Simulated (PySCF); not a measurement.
# Two-component Hartree-Fock for Hg(79+) (mercury, charge +79)

Start: 1s1; 1s1/2 filled at m_j = +1/2. Calculated with PySCF 2.14 in an even-tempered Gaussian basis (14 s from 290 bohr⁻², ratio 2.4; 11 p from 380 bohr⁻², ratio 2.4; 3 d from 1200 bohr⁻², ratio 2.6; 3 f from 1700 bohr⁻², ratio 2.6): generalised Hartree-Fock with the X2C-1e Hamiltonian and a Gaussian nucleus; one run each with spin-orbit coupling (SO) switched off, then screened by Boettger's factors, then bare.

| spinor shell | electrons | ε, spin-free (eV) | ε, screened SO (eV) | ε, bare SO (eV) | weight of nominal j (screened SO) | rms radius, screened SO (bohr) |
| --- | --- | --- | --- | --- | --- | --- |
| 1s1/2 | 1 | -96060.8 | -96060.8 | -96060.8 | 1.000 | 0.0185 |

| quantity | spin-free | screened SO | bare SO |
| --- | --- | --- | --- |
| E (hartree) | -3530.17055 | -3530.17055 | -3530.17055 |
| M_J | 1/2 | 1/2 | 1/2 |
| ⟨J²⟩ | 0.750 | 0.750 | 0.750 |
| ⟨L²⟩ | 0.000 | 0.000 | 0.000 |
| ⟨S²⟩ | 0.750 | 0.750 | 0.750 |

Breit and QED terms are absent; they matter most for the inner s and p1/2 levels.

Densities and radii are taken from the X2C orbitals without a picture-change correction, which distorts them close to the nucleus.

Without spin-orbit coupling the j labels of p, d and f shells carry no meaning; the spin-free column gives the mean over the occupied spinors of each nl shell.
